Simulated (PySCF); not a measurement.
H3HfO3 (SMILES [OH][Hf+]([OH])[OH]), charge +1, singlet, at the geometry of the source list (the multiplicity is a formal guess) (core potentials on Hf); DF-HF/def2-TZVP (PySCF).

Here is a job for PySCF.
```python
from pyscf import gto, scf

mol = gto.Mole()
mol.atom = '''
    Hf    0.06950000   -0.09380000    0.10170000
    O     1.58570000   -0.12080000   -0.95190000
    H     2.48530000   -0.43640000   -1.10610000
    O    -0.39430000   -0.92940000    1.68410000
    H    -1.19450000   -0.91180000    2.22730000
    O    -1.28610000    0.98250000   -0.57020000
    H    -1.26560000    1.50980000   -1.38500000
'''
mol.basis = 'def2-tzvp'
mol.ecp = {'Hf': 'def2-tzvp'}
mol.charge = 1
mol.verbose = 4
mol.build()

mf = scf.RHF(mol)
mf = mf.density_fit(auxbasis='def2-universal-jkfit')
mf.kernel()
```

**Question.** What does PySCF print? Leave out banner, timings and long lists.

**Answer.** 
```
PySCF version 2.14.0

[INPUT] verbose = 4
[INPUT] num. atoms = 7
[INPUT] num. electrons = 38
[INPUT] charge = 1
[INPUT] spin (= nelec alpha-beta = 2S) = 0
[INPUT] symmetry False subgroup None
[INPUT] Mole.unit = angstrom
[INPUT] Symbol           X                Y                Z      unit          X                Y                Z       unit  Magmom
[INPUT]  1 Hf     0.069500000000  -0.093800000000   0.101700000000 AA    0.131335965657  -0.177256310484   0.192185146868 Bohr   0.0
[INPUT]  2 O      1.585700000000  -0.120800000000  -0.951900000000 AA    2.996538715723  -0.228278915847  -1.798830297973 Bohr   0.0
[INPUT]  3 H      2.485300000000  -0.436400000000  -1.106100000000 AA    4.696536337382  -0.824676480760  -2.090226066381 Bohr   0.0
[INPUT]  4 O     -0.394300000000  -0.929400000000   1.684100000000 AA   -0.745119010916  -1.756311460171   3.182487766380 Bohr   0.0
[INPUT]  5 H     -1.194500000000  -0.911800000000   2.227300000000 AA   -2.257277855793  -1.723052280378   4.208986997244 Bohr   0.0
[INPUT]  6 O     -1.286100000000   0.982500000000  -0.570200000000 AA   -2.430376768803   1.856655917385  -1.077521836227 Bohr   0.0
[INPUT]  7 H     -1.265600000000   1.509800000000  -1.385000000000 AA   -2.391637383250   2.853108502868  -2.617270682523 Bohr   0.0

nuclear repulsion = 141.605369595097
number of shells = 59
number of NR pGTOs = 224
number of NR cGTOs = 151
basis = def2-tzvp
ecp = {'Hf': 'def2-tzvp'}

******** <class 'pyscf.df.df_jk.DFRHF'> ********
method = DFRHF
initial guess = minao
damping factor = 0
level_shift factor = 0
DIIS = <class 'pyscf.scf.diis.CDIIS'>
diis_start_cycle = 1
diis_space = 8
diis_damp = 0
SCF conv_tol = 1e-09
SCF conv_tol_grad = None
SCF max_cycles = 50
direct_scf = False
Set gradient conv threshold to 3.16228e-05
Initial guess from minao.
******** <class 'pyscf.df.df.DF'> ********
auxbasis = def2-universal-jkfit
init E= -254.436626912463
  HOMO = -0.649673952941991  LUMO = -0.265078667872757  gap/eV = 10.46537
cycle= 1 E= -273.679198915178  delta_E= -19.2  |g|= 1.17  |ddm|= 7.74
  HOMO = -0.60648560403924  LUMO = -0.204151756823631  gap/eV = 10.94806
cycle= 2 E= -273.775808513414  delta_E= -0.0966  |g|= 0.689  |ddm|= 0.779
  HOMO = -0.716832529036583  LUMO = -0.187077917483169  gap/eV = 14.41536
cycle= 3 E= -273.851401033396  delta_E= -0.0756  |g|= 0.112  |ddm|= 0.348
  HOMO = -0.703743757253915  LUMO = -0.192192329421857  gap/eV = 13.92002
cycle= 4 E= -273.85387659069  delta_E= -0.00248  |g|= 0.0141  |ddm|= 0.0595
  HOMO = -0.701180377058359  LUMO = -0.189465587687614  gap/eV = 13.92447
cycle= 5 E= -273.853979064633  delta_E= -0.000102  |g|= 0.0056  |ddm|= 0.0194
  HOMO = -0.701177533202034  LUMO = -0.18978164185825  gap/eV = 13.91579
cycle= 6 E= -273.853995995311  delta_E= -1.69e-05  |g|= 0.00253  |ddm|= 0.00765
  HOMO = -0.701058946635341  LUMO = -0.18981639294196  gap/eV = 13.91162
cycle= 7 E= -273.853998305996  delta_E= -2.31e-06  |g|= 0.000729  |ddm|= 0.00243
  HOMO = -0.700977178229  LUMO = -0.189728763596005  gap/eV = 13.91178
cycle= 8 E= -273.853998644277  delta_E= -3.38e-07  |g|= 0.000144  |ddm|= 0.0012
  HOMO = -0.700970201170823  LUMO = -0.189739388917694  gap/eV = 13.91130
cycle= 9 E= -273.853998660665  delta_E= -1.64e-08  |g|= 4.3e-05  |ddm|= 0.000236
  HOMO = -0.70096237479554  LUMO = -0.189735973598985  gap/eV = 13.91118
cycle= 10 E= -273.853998662259  delta_E= -1.59e-09  |g|= 1.14e-05  |ddm|= 7.23e-05
  HOMO = -0.700961718191713  LUMO = -0.189735921946887  gap/eV = 13.91116
cycle= 11 E= -273.853998662345  delta_E= -8.53e-11  |g|= 5.49e-06  |ddm|= 1.69e-05
  HOMO = -0.700961494518094  LUMO = -0.189736076377532  gap/eV = 13.91115
Extra cycle  E= -273.853998662352  delta_E= -7.73e-12  |g|= 3.91e-06  |ddm|= 5.08e-06
converged SCF energy = -273.853998662352
```
